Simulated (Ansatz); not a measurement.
Ansatz (a first-principles code) input (B3LYP-D3(BJ)/def2-TZVP):

Ansatz 0.2 input:
```yaml
crystal:
  periodic: [false, false, false]
  atoms:
    - {symbol: B, position_ang: [-0.01895241, 0.13389644, -0.00979934]}
    - {symbol: F, position_ang: [-0.02411153, 1.44504260, -0.01688352]}
    - {symbol: Br, position_ang: [-1.65158900, -0.76687063, 0.08848331]}
    - {symbol: Br, position_ang: [1.62220334, -0.75545620, -0.05421719]}
basis:
  gaussian:
    orbitals: def2-TZVP
hamiltonian:
  xc: b3lyp
  dispersion: d3bj
relax: {f_tol: 0.002, max_steps: 150}
```

End of the output:

```
integrals: 0.08 GiB planned
1151 factors; their error is unknown
mean field: 0.84 GiB planned
mean field -143492.27386054 eV, -5273.2438018184 hartree, gradient 5.2e-6 eV, S^2 0.000000; 0 other end points of the search recorded, 0 dependent functions left out
the calculation of the forces begins
reference -143492.27408179 eV, -5273.2438099491 hartree; 42, 42 occupied and 116, 116 virtual orbitals, 1151 factors
relax step   2: F+E_penalty+E_count = -143492.46615103 eV  Δ(F+E_penalty+E_count) = -2.508e-2 eV  max|allowed force component| = 4.771e-1 eV/Å  Δτ_max = 0.0551 Å  (31 SCF iters, accepted)
these checks for a lower state are left out or cut short: starts, cluster_reference, orbital_swaps, neighbouring_geometries, increment
integrals: 0.08 GiB planned
1151 factors; their error is unknown
mean field: 0.84 GiB planned
mean field -143492.28446982 eV, -5273.2441917021 hartree, gradient 5.1e-6 eV, S^2 0.000000; 0 other end points of the search recorded, 0 dependent functions left out
the calculation of the forces begins
reference -143492.28469167 eV, -5273.2441998551 hartree; 42, 42 occupied and 116, 116 virtual orbitals, 1151 factors
relax step   3: F+E_penalty+E_count = -143492.47613328 eV  Δ(F+E_penalty+E_count) = -9.982e-3 eV  max|allowed force component| = 9.746e-1 eV/Å  Δτ_max = 0.0502 Å  (31 SCF iters, accepted)
these checks for a lower state are left out or cut short: starts, cluster_reference, orbital_swaps, neighbouring_geometries, increment
integrals: 0.08 GiB planned
1151 factors; their error is unknown
mean field: 0.83 GiB planned
mean field evaluation 32: about -143491.5925 eV, gradient 8.5e-3 eV
mean field -143492.29379369 eV, -5273.2445343481 hartree, gradient 1.7e-5 eV, S^2 0.000000; 0 other end points of the search recorded, 0 dependent functions left out
the calculation of the forces begins
reference -143492.29401536 eV, -5273.2445424942 hartree; 42, 42 occupied and 116, 116 virtual orbitals, 1151 factors
relax step   4: F+E_penalty+E_count = -143492.48545914 eV  Δ(F+E_penalty+E_count) = -9.326e-3 eV  max|allowed force component| = 7.893e-3 eV/Å  Δτ_max = 0.0121 Å  (30 SCF iters, accepted)
these checks for a lower state are left out or cut short: starts, cluster_reference, orbital_swaps, neighbouring_geometries, increment
integrals: 0.08 GiB planned
1151 factors; their error is unknown
mean field: 0.83 GiB planned
mean field -143492.29380593 eV, -5273.2445347980 hartree, gradient 1.8e-5 eV, S^2 0.000000; 0 other end points of the search recorded, 0 dependent functions left out
the calculation of the forces begins
reference -143492.29402761 eV, -5273.2445429443 hartree; 42, 42 occupied and 116, 116 virtual orbitals, 1151 factors
relax step   5: F+E_penalty+E_count = -143492.48546134 eV  Δ(F+E_penalty+E_count) = -2.202e-6 eV  max|allowed force component| = 6.427e-4 eV/Å  Δτ_max = 0.0003 Å  (33 SCF iters, accepted)
integrals: 0.08 GiB planned
1151 factors; their error is unknown
mean field: 0.83 GiB planned
mean field evaluation 64: about -143492.2938 eV, gradient 4.0e-4 eV
mean field -143492.29380593 eV, -5273.2445347980 hartree, gradient 1.8e-5 eV, S^2 0.000000; 1 other end points of the search recorded, 0 dependent functions left out
the calculation of the forces begins
reference -143492.29402761 eV, -5273.2445429443 hartree; 42, 42 occupied and 116, 116 virtual orbitals, 1151 factors
Total energy: -143492.48568301 eV, -5273.2515861506 hartree
Atom 0 at    -0.018679     0.150464    -0.000083 Å, force    -0.000007    -0.000119    -0.000009 eV/Å
Atom 1 at    -0.024130     1.461247    -0.019122 Å, force     0.000001    -0.000478     0.000011 eV/Å
Atom 2 at    -1.684799    -0.783437     0.086190 Å, force    -0.000637     0.000299     0.000026 eV/Å
Atom 3 at     1.655158    -0.771662    -0.059401 Å, force     0.000643     0.000298    -0.000029 eV/Å
Dipole moment:     0.000275    -0.066064     0.000960 e Å
```
